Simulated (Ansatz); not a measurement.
Ansatz (a quantum-chemistry and plane-wave program) input (CCSD(T)/aug-cc-pVDZ):

Ansatz 0.2 input:
```yaml
crystal:
  periodic: [false, false, false]
  atoms:
    - {symbol: N, position_ang: [-1.15421248, 0.08307660, 0.34072297]}
    - {symbol: C, position_ang: [-0.06243382, -0.00609724, 0.02334692]}
    - {symbol: O, position_ang: [1.11326156, 0.01036218, -0.37064141]}
    - {symbol: H, position_ang: [-2.11967395, 0.15073496, 0.62657741]}
    - {symbol: H, position_ang: [1.66767176, -0.77858513, -0.18658848]}
basis:
  gaussian:
    orbitals: aug-cc-pVDZ
total_charge: 1
magnetization: {spin_polarized: false}
correlation: {method: ccsd_t, electrons: outside_noble_gas}
output: {forces: true}
```

End of the output:

```
mean field evaluation 1: about -4569.1183 eV, gradient 4.7e1 eV
mean field evaluation 2: about -4569.1209 eV, gradient 4.7e1 eV
mean field evaluation 4: about -4572.9559 eV, gradient 3.5e0 eV
mean field evaluation 8: about -4572.9921 eV, gradient 1.7e-1 eV
mean field evaluation 16: about -4572.9851 eV, gradient 1.4e0 eV
mean field -4572.99225837 eV, -168.0543658097 hartree, gradient 2.0e-6 eV, S^2 0.000000; 0 other end points of the search recorded, 0 dependent functions left out
3 core orbitals not correlated
reference -4572.99225837 eV, -168.0543658097 hartree; 8, 8 occupied and 76, 76 virtual orbitals, 855 factors
densities: 0.39 GiB planned
second order -12.96643696 eV of doubles, -0.00000000 eV of singles
coupled cluster: 0.28 GiB planned
cycle   1  -12.79279990 eV  change    1.7e-1 eV  update   9.1e-2
cycle   2  -13.14001113 eV  change   -3.5e-1 eV  update   2.8e-2
cycle   3  -13.24060250 eV  change   -1.0e-1 eV  update   1.4e-2
cycle   4  -13.23605660 eV  change    4.5e-3 eV  update   3.1e-3
cycle   5  -13.23588016 eV  change    1.8e-4 eV  update   1.2e-3
cycle   6  -13.23676619 eV  change   -8.9e-4 eV  update   3.2e-4
cycle   7  -13.23672376 eV  change    4.2e-5 eV  update   8.9e-5
cycle   8  -13.23671884 eV  change    4.9e-6 eV  update   2.6e-5
cycle   9  -13.23673151 eV  change   -1.3e-5 eV  update   1.1e-5
cycle  10  -13.23672592 eV  change    5.6e-6 eV  update   3.9e-6
perturbative correction -0.50633194 eV, -0.0186073557 hartree
the calculation of the forces begins
Total energy: -4586.73531624 eV, -168.5594138709 hartree
Atom 0 at    -1.154212     0.083077     0.340723 Å, force    -2.366315     0.215269     0.677669 eV/Å
Atom 1 at    -0.062434    -0.006097     0.023347 Å, force     1.233350    -0.376651    -0.230448 eV/Å
Atom 2 at     1.113262     0.010362    -0.370641 Å, force     1.550132     0.207443    -0.605690 eV/Å
Atom 3 at    -2.119674     0.150735     0.626577 Å, force    -0.293037     0.017094     0.088360 eV/Å
Atom 4 at     1.667672    -0.778585    -0.186588 Å, force    -0.124131    -0.063155     0.070108 eV/Å
Dipole moment:    -0.208919    -0.294003     0.205133 e Å
```

It need not be the lowest isomer of its formula.
